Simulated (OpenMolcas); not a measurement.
# Cu4+: effect of the IPEA shift

```yaml
Program: OpenMolcas 26.06
Basis: ANO-RCC-VTZP [6s5p3d2f1g]
Scalar_Hamiltonian: DKH2, point nucleus
Active_space: 7 electrons in 5 orbitals (3d)
State_averaging: 2S+1 = 4 even, 10 roots; 2S+1 = 2 even, 40 roots
Spin-orbit_coupling: RASSI with atomic mean-field integrals over the reference wave functions, term energies averaged over their components
```

Methods on the same reference wave functions:
A. CASSCF
B. MS-CASPT2, IPEA 0 Eh, imaginary shift 0.1 Eh (closed shells correlated: 3s 3p)
C. MS-CASPT2, IPEA 0.25 Eh, imaginary shift 0.1 Eh (closed shells correlated: 3s 3p)

Energies in cm⁻¹ above 3d⁷ ⁴F_9/2, the measured ground level; measured values from Sugar and Musgrove, J. Phys. Chem. Ref. Data 19, 527 (1990).

```json
{"Level": "3d⁷ ⁴F_9/2", "A": "0.0", "B": "0.0", "C": "0.0", "Measured": "0.0"}
{"Level": "3d⁷ ⁴F_7/2", "A": "1546", "B": "1556", "C": "1554", "Measured": "1616"}
{"Level": "3d⁷ ⁴F_5/2", "A": "2665", "B": "2670", "C": "2660", "Measured": "2759"}
{"Level": "3d⁷ ⁴F_3/2", "A": "3424", "B": "3410", "C": "3410", "Measured": "3528"}
{"Level": "3d⁷ ⁴P_5/2", "A": "24909", "B": "20520", "C": "20900", "Measured": "20827"}
{"Level": "3d⁷ ²G_9/2", "A": "25097", "B": "21810", "C": "22330", "Measured": "22575"}
{"Level": "3d⁷ ⁴P_3/2", "A": "25335", "B": "20730", "C": "21120", "Measured": "21066"}
{"Level": "3d⁷ ⁴P_1/2", "A": "26119", "B": "21650", "C": "22030", "Measured": "21935"}
{"Level": "3d⁷ ²G_7/2", "A": "26594", "B": "23290", "C": "23810", "Measured": "24100"}
{"Level": "3d⁷ ²P_3/2", "A": "33041", "B": "26310", "C": "26750", "Measured": "27016"}
{"Level": "3d⁷ ²H_11/2", "A": "33310", "B": "30250", "C": "30710", "Measured": "30402"}
{"Level": "3d⁷ ²P_1/2", "A": "34636", "B": "27600", "C": "28020", "Measured": "28367"}
{"Level": "3d⁷ ²H_9/2", "A": "34663", "B": "31600", "C": "32060", "Measured": "31823"}
{"Level": "3d⁷ ²D_5/2(1)", "A": "36128", "B": "30360", "C": "30940", "Measured": "30966"}
{"Level": "3d⁷ ²D_3/2(1)", "A": "38528", "B": "32600", "C": "33190", "Measured": "33292"}
{"Level": "3d⁷ ²F_5/2", "A": "57235", "B": "49080", "C": "49690", "Measured": "49490"}
{"Level": "3d⁷ ²F_7/2", "A": "57896", "B": "49750", "C": "50360", "Measured": "50072"}
{"Level": "3d⁷ ²D_3/2(2)", "A": "89311", "B": "77800", "C": "78180", "Measured": "76838"}
{"Level": "3d⁷ ²D_5/2(2)", "A": "90054", "B": "78550", "C": "78960", "Measured": "77668"}
```

Deviations, from unrounded energies. A percentage is the sum of absolute deviations over the sum of measured energies, with the sign that they share, or ± where signs differ.

```csv
Against measurement,Levels,A,B,C
mean absolute deviation (cm-1),18,4800,470,300
fine structure of the ground term (%),3,-3.4,-3.4,-3.4
other terms of the ground configuration (%),15,+15.8,±1.5,±0.9
```

C lies closest to measurement on these levels and A furthest from it. The largest miss of C in the table is 3d⁷ ²D_3/2(2), by +1300 cm-1. The ranking rests on the paired levels alone, and a cruder setting can come out closer through cancelling errors.

Between B and C the level of the table that moves most is 3d⁷ ²F_5/2, by 610 cm-1 (lowest in B, highest in C). Moves below CASPT2's spread within the term are not significant.

The mean deviations of B to C differ by less than CASPT2's widest spread within a term (790 cm-1), so their order carries little weight.

From A to B the spin-free energies of the other terms of 3d⁷ shown, above ⁴F, scale by factors of 0.78 to 0.90, as is usual when dynamic correlation screens the repulsion within a d or f shell.

The lowest spin-free term lies below A's lowest term by 0.526 hartree in B, 0.521 hartree in C.

CASPT2 breaks the degeneracy within a term, and the mean is taken; among the terms shown or strongly mixed into the levels shown the widest spread is 790 cm-1 (3d⁷ ⁴F, B). Without dynamic correlation excited terms often stand tens of per cent too high (terms of higher spin than the ground term too low), and those without a measured partner can miss by more than the paired ones (holds for A). The CASPT2 spread within a term exceeds the gap to the next term for 3d⁷ ²H and 3d⁷ ²D(1), so the order of their levels is uncertain (holds for B; C). Measured partners are found by configuration, term and J. A level has none where our copy of the source lacks it or the pairing is in doubt (some pairs that miss far off the trend of their configuration count as doubtful), and it then counts in no deviation. Only configurations of the active space appear.

A number in round brackets counts repeated terms of one configuration in the order of the reference energies.
